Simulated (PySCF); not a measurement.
Molfile (atoms numbered from 1):
```
C6H5F3O
     RDKit          3D

 15 15  0  0  0  0  0  0  0  0999 V2000
   -1.7466   -1.5697   -0.8071 F   0  0  0  0  0  0  0  0  0  0  0  0
   -1.9481   -0.2612   -0.6537 C   0  0  0  0  0  0  0  0  0  0  0  0
   -1.6239    0.3343   -1.8087 F   0  0  0  0  0  0  0  0  0  0  0  0
   -3.2593   -0.0753   -0.4670 F   0  0  0  0  0  0  0  0  0  0  0  0
   -1.1580    0.3030    0.5047 C   0  0  0  0  0  0  0  0  0  0  0  0
    0.3140    0.1027    0.3752 C   0  0  0  0  0  0  0  0  0  0  0  0
    1.1954    0.6828   -0.5980 C   0  0  0  0  0  0  0  0  0  0  0  0
    2.4356    0.1992   -0.3138 C   0  0  0  0  0  0  0  0  0  0  0  0
    2.3880   -0.6252    0.7514 O   0  0  0  0  0  0  0  0  0  0  0  0
    1.1081   -0.6817    1.1610 C   0  0  0  0  0  0  0  0  0  0  0  0
   -1.5394   -0.1755    1.4180 H   0  0  0  0  0  0  0  0  0  0  0  0
   -1.4111    1.3730    0.5665 H   0  0  0  0  0  0  0  0  0  0  0  0
    0.9269    1.3603   -1.4052 H   0  0  0  0  0  0  0  0  0  0  0  0
    3.4135    0.3463   -0.7650 H   0  0  0  0  0  0  0  0  0  0  0  0
    0.9008   -1.3132    2.0218 H   0  0  0  0  0  0  0  0  0  0  0  0
  1  2  1  0
  2  3  1  0
  2  4  1  0
  2  5  1  0
  5  6  1  0
  6  7  1  0
  7  8  2  0
  8  9  1  0
  9 10  1  0
 10  6  2  0
  5 11  1  0
  5 12  1  0
  7 13  1  0
  8 14  1  0
 10 15  1  0
M  END
```

PySCF 2.14 calculation with geometry: PBE0-D3(BJ)/def2-SVP and KT3/pcSseg-1 with gauge-including orbitals; no solvent, non-relativistic Hamiltonian, averaged over atoms made equivalent by symmetry, fast rotation or ring inversion, one computed conformer.

References, each an isolated molecule treated in the same way: 13C, 1H against TMS; 19F against CFCl3; 17O against H2O.

| atoms | nucleus | count | δ (ppm) |
| --- | --- | --- | --- |
| H11/H12 | 1H | 2 | ? |
| F1/F3/F4 | 19F | 3 | -99.8 |
| C6 | 13C | 1 | ? |
| C2 | 13C | 1 | 128.2 |
| H15 | 1H | 1 | 7.22 |
| H14 | 1H | 1 | ? |
| C10 | 13C | 1 | 133.7 |
| O9 | 17O | 1 | 290.7 |
| H13 | 1H | 1 | ? |
| C8 | 13C | 1 | 135.5 |
| C7 | 13C | 1 | 107.2 |
| C5 | 13C | 1 | 32.9 |

Task: Fill in the missing shifts.

Result: 
- C6: 110.8 ppm, substituted aromatic carbon
- H14: 7.30 ppm, hydrogen on an aromatic CH next to the ring oxygen; ring-current deshielding
- H13: 6.49 ppm, hydrogen on an aromatic CH; it sits in the deshielding region of the aromatic ring current
- H11/H12: 2.92 ppm, hydrogen on an sp3 CH2 on an aromatic ring; benzylic-type position, deshielded by the ring

Shifts are as computed, not scaled to solution data. Of 1211 compounds with measured shifts, 218 miss one by over three times the rms of a fit or turn the order of signals round; such compounds aren't used in these exercises. Unscaled 19F shifts against computed CFCl3 carry errors that often reach 10 to 50 ppm. Unscaled 17O shifts of doubly bonded oxygen tend to come out too high, by tens of ppm or more. Experimental scales use liquid or dissolved standards, which lie at an offset from isolated H2O (liquid H2O: subtract about 36 ppm).
